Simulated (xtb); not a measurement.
xtb job for C2HF4, SMILES F[CH]C(F)(F)F, multiplicity 2, GFN2-xTB. 

```
$ xtb mol.xyz --gfn 2 --sp --chrg 0 --uhf 1 --json
$ cat mol.xyz
7

F      1.82985795    -0.87435610    -0.13483576
C      1.11298842     0.23094986    -0.25817812
C     -0.34381887     0.16740892     0.01435377
F     -0.63728284     0.00486348     1.32604793
F     -0.96130684    -0.83442882    -0.62412834
F     -0.92764944     1.31029274    -0.36289770
H      1.65241335     1.15250563    -0.37472928
```

Output:

```
[banner left out]
          |                Calculation Setup                |
           -------------------------------------------------



           -------------------------------------------------
          |                 G F N 2 - x T B                 |
           -------------------------------------------------

        Reference                      10.1021/acs.jctc.8b01176
      * Hamiltonian:
        H0-scaling (s, p, d)           1.850000    2.230000    2.230000
        zeta-weighting                 0.500000
      * Dispersion:
        s8                             2.700000
        a1                             0.520000
        a2                             5.000000
        s9                             5.000000
      * Repulsion:
        kExp                           1.500000    1.000000
        rExp                           1.000000
      * Coulomb:
        alpha                          2.000000
        third order                    shell-resolved
        anisotropic                    true
        a3                             3.000000
        a5                             4.000000
        cn-shift                       1.200000
        cn-exp                         4.000000
        max-rad                        5.000000


          ...................................................
          :                      SETUP                      :
          :.................................................:
          :  # basis functions                  25          :
          :  # atomic orbitals                  25          :
          :  # shells                           13          :
          :  # electrons                        37          :
          :  max. iterations                   250          :
          :  Hamiltonian                  GFN2-xTB          :
          :  restarted?                      false          :
          :  GBSA solvation                  false          :
          :  PC potential                    false          :
          :  electronic temp.          300.0000000     K    :
          :  accuracy                    1.0000000          :
          :  -> integral cutoff          0.2500000E+02      :
          :  -> integral neglect         0.1000000E-07      :
          :  -> SCF convergence          0.1000000E-05 Eh   :
          :  -> wf. convergence          0.1000000E-03 e    :
          :  Broyden damping             0.4000000          :
          :  net charge                          0          :
          :  unpaired electrons                  1          :
          ...................................................

 iter      E             dE          RMSdq      gap      omega  full diag
   1    -23.6693596 -0.236694E+02  0.509E+00   11.04       0.0  T
   2    -23.7108714 -0.415118E-01  0.271E+00   10.63       1.0  T
   3    -23.7124802 -0.160877E-02  0.136E+00   10.83       1.0  T
   4    -23.7131240 -0.643788E-03  0.148E-01   10.75       1.0  T
   5    -23.7131390 -0.150130E-04  0.493E-02   10.74       1.0  T
   6    -23.7131423 -0.335498E-05  0.224E-02   10.73       1.7  T
   7    -23.7131424 -0.955109E-07  0.328E-03   10.73      11.5  T
   8    -23.7131425 -0.375176E-07  0.845E-04   10.73      44.7  T
   9    -23.7131425 -0.812445E-09  0.179E-04   10.73     210.6  T

   *** convergence criteria satisfied after 9 iterations ***

         #    Occupation            Energy/Eh            Energy/eV
      -------------------------------------------------------------
         1        2.0000           -0.9043640             -24.6090
       ...           ...                  ...                  ...
        13        2.0000           -0.5685412             -15.4708
        14        2.0000           -0.5655151             -15.3884
        15        2.0000           -0.5571443             -15.1607
        16        2.0000           -0.5551140             -15.1054
        17        2.0000           -0.5527387             -15.0408
        18        2.0000           -0.5174272             -14.0799
        19        1.0000           -0.4111850             -11.1889 (HOMO)
        20                         -0.0166908              -0.4542 (LUMO)
        21                         -0.0096160              -0.2617
        22                          0.0461220               1.2550
        23                          0.0982905               2.6746
        24                          0.1797489               4.8912
        25                          0.2407346               6.5507
      -------------------------------------------------------------
                  HL-Gap            0.3944942 Eh           10.7347 eV
             Fermi-level           -0.3391220 Eh           -9.2280 eV

 SCC (total)                   0 d,  0 h,  0 min,  0.006 sec
 SCC setup                      ...        0 min,  0.000 sec (  2.693%)
 Dispersion                     ...        0 min,  0.000 sec (  1.205%)
 classical contributions        ...        0 min,  0.000 sec (  0.609%)
 integral evaluation            ...        0 min,  0.001 sec (  9.593%)
 iterations                     ...        0 min,  0.004 sec ( 58.533%)
 molecular gradient             ...        0 min,  0.001 sec ( 21.804%)
 printout                       ...        0 min,  0.000 sec (  5.255%)

         :::::::::::::::::::::::::::::::::::::::::::::::::::::
         ::                     SUMMARY                     ::
         :::::::::::::::::::::::::::::::::::::::::::::::::::::
         :: total energy             -23.632618971367 Eh    ::
         :: gradient norm              0.000359478363 Eh/a0 ::
         :: HOMO-LUMO gap             10.734733429437 eV    ::
         ::.................................................::
         :: SCC energy               -23.713141995132 Eh    ::
         :: -> isotropic ES            0.047279403275 Eh    ::
         :: -> anisotropic ES          0.003319553311 Eh    ::
         :: -> anisotropic XC         -0.021829914853 Eh    ::
         :: -> dispersion             -0.002829092117 Eh    ::
         :: repulsion energy           0.080523023764 Eh    ::
         :: add. restraining           0.000000000000 Eh    ::
         :: total charge              -0.000000000000 e     ::
         :::::::::::::::::::::::::::::::::::::::::::::::::::::

           -------------------------------------------------
          |                Property Printout                |
           -------------------------------------------------

    * Orbital Energies and Occupations

         #    Occupation            Energy/Eh            Energy/eV
      -------------------------------------------------------------
         1        2.0000           -0.9043640             -24.6090
       ...           ...                  ...                  ...
         7        2.0000           -0.6492075             -17.6658
         8        2.0000           -0.6462023             -17.5841
         9        2.0000           -0.6431914             -17.5021
        10        2.0000           -0.6093461             -16.5812
        11        2.0000           -0.5944584             -16.1760
        12        2.0000           -0.5695942             -15.4994
        13        2.0000           -0.5685412             -15.4708
        14        2.0000           -0.5655151             -15.3884
        15        2.0000           -0.5571443             -15.1607
        16        2.0000           -0.5551140             -15.1054
        17        2.0000           -0.5527387             -15.0408
        18        2.0000           -0.5174272             -14.0799
        19        1.0000           -0.4111850             -11.1889 (HOMO)
        20                         -0.0166908              -0.4542 (LUMO)
Note: The following floating-point exceptions are signalling: IEEE_UNDERFLOW_FLAG IEEE_DENORMAL
normal termination of xtb
        21                         -0.0096160              -0.2617
        22                          0.0461220               1.2550
        23                          0.0982905               2.6746
        24                          0.1797489               4.8912
        25                          0.2407346               6.5507
      -------------------------------------------------------------
                  HL-Gap            0.3944942 Eh           10.7347 eV
             Fermi-level           -0.3391220 Eh           -9.2280 eV

     #   Z          covCN         q      C6AA      α(0)
     1   9 F        0.785    -0.105    10.303     3.792
     2   6 C        2.694     0.063    26.559     8.435
     3   6 C        3.330     0.490    17.318     6.604
     4   9 F        0.790    -0.192    11.151     3.945
     5   9 F        0.791    -0.180    11.036     3.924
     6   9 F        0.792    -0.190    11.128     3.941
     7   1 H        0.926     0.114     1.662     2.016

 Mol. C6AA /au·bohr⁶  :        556.878394
 Mol. C8AA /au·bohr⁸  :      11713.740419
 Mol. α(0) /au        :         32.655583


Wiberg/Mayer (AO) data.
largest (>0.10) Wiberg bond orders for each atom

 ---------------------------------------------------------------------------
     #   Z sym  total        # sym  WBO       # sym  WBO       # sym  WBO
 ---------------------------------------------------------------------------
     1   9 F    1.257 --     2 C    1.200
     2   6 C    3.254 --     1 F    1.200     3 C    0.995     7 H    0.956
     3   6 C    3.863 --     2 C    0.995     6 F    0.958     5 F    0.957
                             4 F    0.931
     4   9 F    1.084 --     3 C    0.931
     5   9 F    1.096 --     3 C    0.957
     6   9 F    1.085 --     3 C    0.958
     7   1 H    0.987 --     2 C    0.956
 ---------------------------------------------------------------------------

Topologies differ in total number of bonds
Writing topology from bond orders to xtbtopo.mol

molecular dipole:
                 x           y           z       tot (Debye)
 q only:        0.698       0.418      -0.209
   full:        0.797       0.490      -0.207       2.436
molecular quadrupole (traceless):
                xx          xy          yy          xz          yz          zz
 q only:        0.270       2.464       0.001      -0.403      -0.371      -0.272
  q+dip:        1.176       3.937      -0.641      -0.714      -0.389      -0.535
   full:        0.640       3.543      -0.525      -0.517      -0.334      -0.115


           -------------------------------------------------
          | TOTAL ENERGY              -23.632618971367 Eh   |
          | GRADIENT NORM               0.000359478363 Eh/α |
          | HOMO-LUMO GAP              10.734733429437 eV   |
           -------------------------------------------------

------------------------------------------------------------------------
------------------------------------------------------------------------
 total:
 SCF:
```

The run converged.
